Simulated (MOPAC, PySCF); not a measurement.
Cl3Ga, SMILES `[Cl][Ga]([Cl])[Cl]`, neutral singlet in the gas phase. 

Cartesian coordinates (Å):
```xyz
4

Cl    -1.2161    -1.7266    -0.0233
Ga     0.0003     0.0000     0.0000
Cl    -0.8873     1.9164    -0.0253
Cl     2.1031    -0.1899     0.0486
```
Charge 0, spin multiplicity 1.

All levels are single points at this geometry (PBE0-D4/def2-TZVP); Pople sets use spherical d functions. Orbital energies aren't observables, and empty levels follow the basis.

```json
[
 {"level": "B3LYP-D3(BJ)/def2-TZVP in PySCF", "HOMO (eV)": "-9.15", "LUMO (eV)": "-2.28", "gap (eV)": "6.88", "dipole (D)": "0.00", "vertical IE, Delta-SCF (eV)": "–"},
 {"level": "PBE-D3(BJ)/def2-TZVP in PySCF", "HOMO (eV)": "-8.01", "LUMO (eV)": "-2.89", "gap (eV)": "5.12", "dipole (D)": "0.00", "vertical IE, Delta-SCF (eV)": "–"},
 {"level": "PBE0-D4/def2-TZVP in PySCF", "HOMO (eV)": "-9.46", "LUMO (eV)": "-1.95", "gap (eV)": "7.51", "dipole (D)": "0.00", "vertical IE, Delta-SCF (eV)": "–"},
 {"level": "B3LYP/6-311+G** (LANL2DZ on Ga) in PySCF", "HOMO (eV)": "-9.31", "LUMO (eV)": "-2.41", "gap (eV)": "6.90", "dipole (D)": "0.00", "vertical IE, Delta-SCF (eV)": "–"},
 {"level": "B3LYP/6-31G* in PySCF", "HOMO (eV)": "-9.12", "LUMO (eV)": "-2.41", "gap (eV)": "6.70", "dipole (D)": "0.00", "vertical IE, Delta-SCF (eV)": "11.37"},
 {"level": "B3LYP/LANL2DZ in PySCF", "HOMO (eV)": "-9.46", "LUMO (eV)": "-2.71", "gap (eV)": "6.76", "dipole (D)": "0.00", "vertical IE, Delta-SCF (eV)": "–"},
 {"level": "BP86/6-31G* in PySCF", "HOMO (eV)": "-8.10", "LUMO (eV)": "-3.18", "gap (eV)": "4.92", "dipole (D)": "0.00", "vertical IE, Delta-SCF (eV)": "–"},
 {"level": "M06-2X/6-31G* in PySCF", "HOMO (eV)": "-10.78", "LUMO (eV)": "-1.18", "gap (eV)": "9.60", "dipole (D)": "0.00", "vertical IE, Delta-SCF (eV)": "–"},
 {"level": "PBE/6-31G* in PySCF", "HOMO (eV)": "-7.99", "LUMO (eV)": "-3.05", "gap (eV)": "4.95", "dipole (D)": "0.00", "vertical IE, Delta-SCF (eV)": "10.91"},
 {"level": "SVWN5/6-31G* in PySCF", "HOMO (eV)": "-8.11", "LUMO (eV)": "-3.32", "gap (eV)": "4.79", "dipole (D)": "0.00", "vertical IE, Delta-SCF (eV)": "11.07"},
 {"level": "HF/3-21G in PySCF", "HOMO (eV)": "-13.19", "LUMO (eV)": "0.75", "gap (eV)": "13.94", "dipole (D)": "0.00", "vertical IE, Delta-SCF (eV)": "–"},
 {"level": "HF/STO-3G in PySCF", "HOMO (eV)": "-10.53", "LUMO (eV)": "3.27", "gap (eV)": "13.80", "dipole (D)": "0.00", "vertical IE, Delta-SCF (eV)": "–"},
 {"level": "PM3 in MOPAC", "HOMO (eV)": "-11.45", "LUMO (eV)": "-4.16", "gap (eV)": "7.29", "dipole (D)": "0.00", "vertical IE, Delta-SCF (eV)": "–"}
]
```
